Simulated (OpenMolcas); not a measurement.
## neutral magnesium: thermal populations, worked from levels

* Program: OpenMolcas
* Basis: ANO-RCC-VTZP [5s4p2d1f]
* Scalar Hamiltonian: DKH2, point nucleus
* Active space: 2 electrons in 9 orbitals (RAS2 3s 3p; RAS3 3d, at most 2 electrons)
* State averaging: 2S+1 = 3 even, 3 roots; 2S+1 = 1 even, 1 root; 2S+1 = 3 odd, 3 roots; 2S+1 = 1 odd, 3 roots
* Spin-orbit coupling: state interaction with AMFI integrals over the reference wave functions, term energies averaged over their components

Methods: RASSCF; SS-RASPT2, IPEA 0.25 Eh, imaginary shift 0.1 Eh (closed shells correlated: 2s 2p). Measured levels: NIST Handbook of Basic Atomic Spectroscopic Data.

**Thermal populations.** Z = Σ (2J + 1) exp(-E/kT) with k = 0.695035 cm-1/K, over the levels below. No other level of either list lies under 41100 cm-1, which is above 7 kT at each temperature.

```
     Level  2J + 1  SS-RASPT2  measured
   3s² ¹S₀       1        0.0       0.0
3s 3p ³P°₀       1      21565     21850
3s 3p ³P°₁       3      21581     21870
3s 3p ³P°₂       5      21613     21911
3s 3p ¹P°₁       3      37014     35051
```

| T (K) | Z, SS-RASPT2 | Z, measured levels | Ground level (%), SS-RASPT2 | Ground level (%), measured levels |
| --- | --- | --- | --- | --- |
| 8000 | 1.189 | 1.181 | 84.1 | 84.7 |

At 8000 K, kT = 5560 cm-1, and the computed levels give Z = 1.000 + 0.021 + 0.062 + 0.103 + 0.004 = 1.189.

Active for correlation alone: 3d; no level in the range computed is led by a configuration that fills it, so any true level of that kind is missing. Without dynamic correlation excited terms often stand tens of per cent too high (terms of higher spin than the ground term too low), and those without a measured partner can miss by more than the paired ones (holds for RASSCF). Measured partners are found by configuration, term and J. A level has none where our copy of the source lacks it or the pairing is in doubt (some pairs that miss far off the trend of their configuration count as doubtful), and it then counts in no deviation. Only configurations of the active space appear.

° marks odd parity.
